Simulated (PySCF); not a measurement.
Structure with atom numbers: `[BH3-:1][N+:2]#[C:3][CH2:4][B:5]([F:6])[F:7]`. Hydrogens are named by the atom that carries them.

Geometry: PBE0-D3(BJ)/def2-SVP; GIAO shifts from PySCF, gas phase, non-relativistic, averaged over equivalent atoms.

At PBE0/pcSseg-1 (144 basis functions, 20 s wall time on 1 thread of an Arm Neoverse V1, shared host):
```csv
atoms,δ (ppm)
B5,26.0
B1,-36.3
N2,240.6
C3,111.4
C4,3.0
F6/F7,-56.3
H(C4),2.26
H(B1),2.17
```

References, each an isolated molecule treated in the same way: BF3·OEt2 for ¹¹B (σref 100.73); ¹⁵N (σref 265.67) vs NH3; ¹³C (σref 184.41) and ¹H (σref 31.27) against TMS; ¹⁹F (σref 177.25) vs CFCl3.

What do these become at PBE0/IGLO-III?

Answers


| atoms | δ at PBE0/IGLO-III | change |
| --- | --- | --- |
| B5 | 25.4 | -0.6 |
| B1 | -35.4 | +0.9 |
| N2 | 236.5 | -4.1 |
| C3 | 112.0 | +0.6 |
| C4 | 2.8 | -0.2 |
| F6/F7 | -64.9 | -8.6 |
| H(C4) | 2.38 | +0.12 |
| H(B1) | 2.17 | +0.00 |

δ = σ(ref) − σ, references computed at the same level: BF3·OEt2 for ¹¹B (σ = 99.94 ppm); NH3 for ¹⁵N (σ = 260.55 ppm); ¹³C (σ = 183.78 ppm), ¹H (σ = 31.37 ppm) vs TMS; ¹⁹F (σ = 174.63 ppm) against CFCl3.

The largest change is at F6/F7 (fluorine bonded to B). Cost: 295 basis functions, 38 s wall time on 1 thread of an Arm Neoverse V1, shared host.

A carbon bonded to boron is broadened by the quadrupolar boron nucleus and is often missing from a measured spectrum. Unscaled 19F shifts against computed CFCl3 carry errors that often reach 10 to 50 ppm. Experimental scales use liquid or dissolved standards, which lie at an offset from isolated NH3 (liquid NH3: subtract about 20 ppm). Unscaled 15N shifts of sp2 nitrogen come out 20 to 40 ppm too high even then.
